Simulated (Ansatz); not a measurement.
Geometry optimisation, UKS PBE/def2-SVP (Ansatz 0.2.0).

The input (input.yaml):

```yaml
crystal:
  periodic: [false, false, false]
  atoms:
    - { symbol: Zr, position_ang: [-0.022197, 0.010515, -0.073048] }
    - { symbol: Cl, position_ang: [0.03271, 0.037008, 2.399266] }
    - { symbol: F, position_ang: [1.740913, 0.003699, -0.752275] }
    - { symbol: Cl, position_ang: [-1.113709, 1.902275, -0.895583] }
    - { symbol: Cl, position_ang: [-1.111577, -1.907324, -0.840375] }
    - { symbol: O, position_ang: [0.003183, -0.018813, 5.188411] }
    - { symbol: H, position_ang: [-0.550424, -0.828461, 5.063004] }
magnetization:
  spin_polarized: true
  initial_magnetization: 1
basis:
  gaussian: { orbitals: def2-SVP }
hamiltonian:
  xc: pbe
relax:
  f_tol: 0.03
  max_steps: 50
```

Run as:

```bash
$ ansatz run input.yaml --threads 4 --pin off --max-ram 5120MiB --backend cpu --events-out ev --progress --plain --runs-dir out
```

Where does it end, and by what steps?

It converged. After 5 steps the energy has fallen by 0.098 eV; Cl2 moved furthest, 0.10 Å.

```tsv
step	energy less start (eV)	largest force component (eV/Å)	accepted
0	0.0000	1.412	yes
1	-0.0407	1.415	yes
2	-0.0978	0.085	yes
3	-0.0981	0.058	yes
4	-0.0982	0.039	yes
5	-0.0985	0.005	yes
```

```xyz
7
Properties=species:S:1:pos:R:3
Zr -0.014 0.015 -0.036
Cl 0.065 0.066 2.307
F 1.754 0.002 -0.714
Cl -1.130 1.906 -0.842
Cl -1.117 -1.922 -0.754
O 0.007 -0.041 5.106
H -0.586 -0.828 5.023
```

Whether the end is a true minimum wasn't checked by a vibrational analysis.

The run took 48 s on 4 threads of Intel(R) Xeon(R) Platinum 8259CL CPU @ 2.50GHz (Skylake/Cascade Lake), on a shared host, peak memory 0.34 GiB.
